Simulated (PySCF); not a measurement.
Ligand exchange on a metal centre used in film growth or etching (Sc F-OH). Isolated molecules, 0 K electronic values unless said otherwise. One relaxed conformer stands for each flexible species; it need not be the lowest.

The LUMO from two functionals at the same geometries (BP86-D3(BJ)/def2-SVP), both in PySCF: PBE-D3(BJ)/def2-TZVP and B3LYP-D3(BJ)/def2-TZVP. B3LYP has the VWN-RPA correlation part, as in Gaussian. 

| species | PBE-D3(BJ)/def2-TZVP (eV) |
|---|---|
| 0 of 3 F replaced by OH ([Sc(F)3]) | -3.48 |
| 1 of 3 F replaced by OH ([Sc(F)2(OH)]) | -3.02 |
| 2 of 3 F replaced by OH ([Sc(F)(OH)2]) | -2.60 |

Problem. What does B3LYP-D3(BJ)/def2-TZVP give for each?

Solution. 
- 0 of 3 F replaced by OH ([Sc(F)3]): -3.03
- 1 of 3 F replaced by OH ([Sc(F)2(OH)]): -2.54
- 2 of 3 F replaced by OH ([Sc(F)(OH)2]): -2.10
Over these rows, drawn at random from the members with no instability flagged (it was tested for open shells, ions and some series alone), PBE minus B3LYP-D3(BJ): mean -0.47 eV, from -0.50 eV to -0.44 eV.
